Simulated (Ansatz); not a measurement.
`[NH2][Al]([F])[F]` + HCl → `[NH2][Al]([F])[Cl]` + H–F  (ligand exchange at the Al–F bond)

Calculated with Ansatz (gas phase, PBE0-D4/def2-TZVP geometries, no zero-point term in ΔE). CBS: MP2 limit from def2 TZ/QZ plus the TZ coupled-cluster correction, frozen cores. This one scheme is used for every species. Functionals use def2-TZVPP. One conformer a species, not always the lowest.

| level | ΔE (kJ/mol) | difference from CCSD(T)/CBS |
| --- | --- | --- |
| revPBE-D4 | 16.0 | -3.0 |
| r2SCANh-D4 | 18.7 | -0.3 |
| PBE | 19.4 | 0.4 |
| BLYP | 30.3 | 11.3 |
| r2SCANh | 19.4 | 0.4 |
| BHLYP | 24.8 | 5.8 |
| RPA@PBE/def2-TZVPP | 25.8 | 6.8 |
| HF/def2-SVP | 19.7 | 0.7 |
| CCSD(T)/def2-SVP | 26.2 | 7.2 |
| CCSD/def2-TZVPP | 23.2 | 4.2 |
| CCSD(T)/CBS | 19.0 | 0 |

Question: What do rigid-rotor, harmonic-oscillator terms from PBE0-D4/def2-TZVP frequencies (298.15 K, 1 bar) make of the CCSD(T)/CBS value? (Best estimate.)

Answer: Ansatz gave: ΔZPE = +4.4 kJ/mol, ΔH = +24.2 kJ/mol, ΔS = 5 J/(mol·K), ΔG = +22.8 kJ/mol.

Largest T1 diagnostic among the species: 0.012.

Leaving LDA and LC-ωPBE aside and taking each functional with its dispersion term where it has one, the values, not all of them listed here, spread over 12.7 kJ/mol, from HSE06-D4 to CAM-B3LYP-D4. At CCSD(T), def2-SVP lies +7.2 kJ/mol from the extrapolated value and def2-TZVPP +3.0 kJ/mol.
